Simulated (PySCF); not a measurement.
**Structure from NMR data**

An unknown has the formula C5H10O4Si. Its calculated NMR data are:

1H NMR (600 MHz, computed): δ 5.14 (s, 1H), 4.40 (m, 2H), 4.25 (m, 2H), 2.28 (m, 1H), 2.05 (s, 3H), 1.27 (m, 1H).

13C{1H} NMR (computed): δ 174.9, 67.1, 35.7, 24.6.

PySCF 2.14 calculation with geometry: GFN2-xTB and shielding tensors at PBE0/pcSseg-1 (GIAO); averaged over atoms made equivalent by symmetry, fast rotation or ring inversion, one computed conformer, non-relativistic, in vacuum.

Chemical shifts δ = σref − σ; TMS for 1H, 13C, all at this level.

Q: Deduce the structure.

A: 
1. Rings plus π bonds: 2 (1 ring in the answer).
2. 4 carbon signals for 5 carbons: some carbons are equivalent by symmetry or fast rotation.
3. Carbon types of the structure: 1 × C, 3 × CH2, 1 × CH3, leaving 1 H on heteroatoms.
4. δC 174.9: carbonyl carbon.
5. δC 67.1: sp3 CH2 bonded to O; deshielded by the electronegative neighbour.
6. δC 35.7: sp3 CH2 in a ring; aliphatic region, no heteroatom directly attached.
7. δC 24.6: methyl carbon α to a carbonyl; the adjacent C=O deshields it moderately.
8. δH 5.14: hydrogen on a silicon bonded to 3 O, in a 6-membered ring.
9. δH 4.40, 4.25: hydrogen on an sp3 CH2 bonded to O; its carbon carries O, an electronegative neighbour.
10. δH 2.05: hydrogen on a methyl carbon α to a carbonyl; α to C=O.

The compound is SMILES CC(=O)O[SiH]1OCCCO1.

The shifts were computed for this structure.

Shifts are as computed. Against solution values, carbons near 30 ppm lie about +3 ppm off and those near 130 ppm about +5 ppm. Of 1211 compounds with measured shifts, 218 miss one by over three times the rms of a fit or turn the order of signals round; such compounds aren't used in these exercises. No couplings were computed; multiplicities are counted from neighbouring protons, with m where these are inequivalent, close in shift, in a saturated or five-membered ring or joined by F or P, and br s for small geminal =CH2 splittings.
